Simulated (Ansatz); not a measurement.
Stretching the H–H spacing in H6 ring (multiplicity 1 held). Energies count from the point at 0.900 Å.
Geometry at that point (charge 0, multiplicity 1):
```tsv
atom	x (Å)	y (Å)	z (Å)
H	0.9000	0.0000	0.0000
H	0.4500	0.7794	0.0000
H	-0.4500	0.7794	0.0000
H	-0.9000	0.0000	0.0000
H	-0.4500	-0.7794	0.0000
H	0.4500	-0.7794	0.0000
```

Signs of static correlation in cc-pVTZ, with CASSCF(6,6), from Ansatz (a first-principles code) runs.

```csv
R (Å),T1 of restricted CCSD,⟨S²⟩ of UHF,largest double amplitude of restricted CCSD,weight of the CASSCF reference in MRCISD,CASSCF natural occupations
0.700,0.003,0.000,0.034,0.971,2.00 1.98 1.98 0.02 0.02 0.00
0.800,0.004,0.000,0.035,0.970,1.99 1.97 1.97 0.03 0.03 0.01
0.900,0.005,0.000,0.042,0.969,1.99 1.96 1.96 0.04 0.04 0.01
1.100,0.008,0.000,0.075,0.968,1.98 1.94 1.94 0.06 0.06 0.02
1.300,0.012,___,0.116,0.969,1.95 1.89 1.89 0.11 0.11 0.04
1.500,___,1.341,0.171,0.973,1.91 1.81 1.81 0.19 0.19 0.08
1.800,0.032,2.154,0.306,0.982,1.80 1.61 1.61 0.39 0.39 0.20
2.100,0.060,2.603,0.582,0.991,1.63 1.41 1.41 0.59 0.59 0.36
2.500,0.116,2.868,1.108,0.997,1.41 1.22 1.22 0.78 0.78 0.59
3.000,0.157,2.969,1.510,0.999,1.21 1.11 1.11 0.89 0.89 0.79
3.600,0.169,2.995,1.707,1.000,1.09 1.04 1.04 0.96 0.96 0.91
```

Q: What belongs in the gaps?

A: 
- 1.300, ⟨S²⟩ of UHF: 0.467
- 1.500, T1 of restricted CCSD: 0.018

Doubts at one or more of the structures used: a restricted determinant that unrestricted orbitals would lower (R-CCSD(T)/cc-pVTZ); other coupled-cluster roots lie near (R-CCSD(T)/cc-pVTZ); T1 above 0.05 (R-CCSD(T)/cc-pVTZ, U-CCSD(T)/cc-pVTZ); a spin-contaminated determinant (U-CCSD(T)/cc-pVTZ); the program's own flag: large difference (U-CCSD(T)/cc-pVTZ).
